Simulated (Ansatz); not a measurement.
Relaxation of AlCl3H2 (6 atoms, charge 0, multiplicity 1), to a largest force component of 0.03 eV/Å in at most 50 steps.

These are results of Ansatz, RHF/def2-SVP, not measurements.

```xyz
6
Properties=species:S:1:pos:R:3:forces:R:3
Al 0.025 -0.684 -0.443 0.02 -1.30 0.70
H 0.010 0.122 2.194 -0.05 1.46 0.20
Cl 1.818 0.234 -0.945 0.02 0.01 -0.01
Cl -1.801 0.171 -0.938 -0.02 0.01 -0.01
Cl 0.062 -2.647 0.508 -0.02 1.04 -0.84
H 0.035 -0.578 2.052 0.04 -1.22 -0.04
```

Problem. Where does it end, and by what steps?

Solution. The run converged. The force dipped under the threshold on the way, but the program's further checks kept it going. After 8 steps the energy has fallen by 0.178 eV; Cl5 moved furthest, 0.42 Å.

```csv
step,energy less start (eV),largest force component (eV/Å),accepted
0,0.0000,1.459,yes
1,-0.1272,1.298,yes
2,-0.1692,0.306,yes
3,-0.1682,0.210,no
4,-0.1746,0.058,yes
5,-0.1768,0.009,yes
6,-0.1773,0.044,yes
7,-0.1776,0.036,yes
8,-0.1777,0.020,yes
```

```xyz
6
Properties=species:S:1:pos:R:3
Al 0.028 -0.820 -0.544
H 0.009 0.327 2.264
Cl 1.809 0.187 -0.921
Cl -1.790 0.124 -0.910
Cl 0.065 -2.796 0.112
H 0.027 -0.402 2.428
```

Whether the end is a true minimum wasn't checked by a vibrational analysis.

The run took 12 s on 1 thread of Intel(R) Xeon(R) CPU @ 2.60GHz (Ice Lake) (shared host), peak memory 0.17 GiB.
